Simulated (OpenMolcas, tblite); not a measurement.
# C2H6AlF (SMILES [CH3][Al]([CH3])[F]): the HOMO–LUMO gap, rung by rung

C2H6AlF has 10 atoms, charge 0, and is taken as a singlet. As SMILES, `[CH3][Al]([CH3])[F]`. Geometry: relaxed at PBE0-D4/def2-TZVP.

Quantity: the HOMO–LUMO gap, in eV. The values are calculated.

```tsv
level	kind	program	value (eV)	CPU time
GFN2-xTB	semi-empirical	tblite	4.43	under 2 s
GFN1-xTB	semi-empirical	tblite	5.03	under 2 s
HF/def2-SVP	Hartree–Fock	OpenMolcas	13.70	6.6 s
SVWN5/def2-SVP	LDA	OpenMolcas	5.48	23 s
PBE/def2-SVP	GGA	OpenMolcas	5.58	31 s
M06-L/def2-SVP	meta-GGA	OpenMolcas	6.36	40 s
M06-2X/def2-SVP	hybrid meta-GGA	OpenMolcas	9.40	41 s
B2PLYP/def2-SVP	double hybrid	OpenMolcas	9.91	23 s
```

The values span 4.43 to 13.70 eV. Orbital gaps aren't excitation energies, and those of double hybrids come from the SCF part alone; they tend to grow with the share of exact exchange. CPU times are rough (shared hosts, several kinds of processor and program).
